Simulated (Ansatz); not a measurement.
One change: `N/C(Cl)=[CH]/[AlH2]` becomes `N/C(Cl)=C\O`.

Ansatz, PBE0-D4/def2-TZVP geometries, multiplicity 1. Each molecule was computed in one conformer, which needn't be the lowest.

```
                                          property  `N/C(Cl)=[CH]/[AlH2]`
               LUMO energy (B3LYP/def2-TZVPP) / eV                  -1.50
    size of the dipole moment (PBE/def2-TZVPP) / D                   3.67
size of the dipole moment (ωB97M-V/def2-TZVPP) / D                   3.36
             LUMO energy (ωB97M-V/def2-TZVPP) / eV                   0.35
                 HOMO energy (PBE/def2-TZVPP) / eV                  -5.54
                HOMO energy (PBE0/def2-TZVPP) / eV                  -6.60
```

(1) What does the change do to each property? (Best estimate.)

Results:

(1) Ansatz gave: 
```tsv
property	`N/C(Cl)=C\O`	shift
LUMO energy (B3LYP/def2-TZVPP) / eV	0.27	1.77
size of the dipole moment (PBE/def2-TZVPP) / D	1.96	-1.71
size of the dipole moment (ωB97M-V/def2-TZVPP) / D	1.89	-1.47
LUMO energy (ωB97M-V/def2-TZVPP) / eV	2.14	1.79
HOMO energy (PBE/def2-TZVPP) / eV	-5.22	0.32
HOMO energy (PBE0/def2-TZVPP) / eV	-6.44	0.16
```

With PBE0 the HOMO rises by 0.16 eV and the LUMO rises by 1.85 eV, so the gap widens by about 1.69 eV. PBE moves the HOMO by 0.32 eV and ωB97M-V by 0.09 eV. Dipoles are sizes alone; their direction can turn.

B3LYP here is the variant with VWN-RPA as its local correlation; programs differ in this.
